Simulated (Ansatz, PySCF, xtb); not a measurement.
Pair of molecules: CH3Cl (SMILES CCl) (first 5 atoms) with H2 (SMILES [H][H]); geometry from B3LYP-D3(BJ)/def2-TZVP, rigid monomers moved along the line of their centres of mass till Cl2···H7 is 4.20 Å.
(charge 0, multiplicity 1):
```xyz
7

C     -0.269     1.080    -0.428
Cl    -0.152    -0.703    -0.270
H     -1.200     1.317    -0.935
H     -0.256     1.512     0.569
H      0.581     1.428    -1.007
H     -0.061     0.527     4.443
H     -0.053     0.071     3.854
```

Interaction energies are E(AB) − E(A) − E(B) at the monomers' geometry in the complex; basis-set methods are counterpoise corrected. Rows marked so take none.

Frozen-core correlation. CBS: X⁻³ extrapolation of the correlation energy, Hartree–Fock from the larger set. Rows in 6-31G* carry no dispersion term and start afresh at each structure (6-31G* with six Cartesian d functions).

Programs: Ansatz (an electronic-structure program) with Gaussian orbitals; PySCF for 6-31G* rows, the dispersion terms; xtb for the GFN methods. Each number belongs to the level named beside it.

| level | interaction energy (kcal/mol) |
|---|---|
| GFN1-xTB | -0.12 |
| BP86/6-31G* (no counterpoise) | ___ |
| B3LYP-D4/def2-TZVPPD | -0.19 |
| PBE0-D3(BJ)/def2-TZVPPD | -0.28 |
| M06-2X/6-31G* (no counterpoise) | -0.26 |
| wB97M-V/def2-TZVPPD | -0.22 |
| MP2/aug-cc-pV(T+d)Z | -0.22 |
| MP2/CBS(aug-cc-pV(D+d)Z, aug-cc-pV(T+d)Z) | -0.23 |
| SCS-MP2/aug-cc-pV(T+d)Z | -0.19 |

What belongs in the gaps?


- BP86/6-31G* (no counterpoise), interaction energy (kcal/mol): 0.04
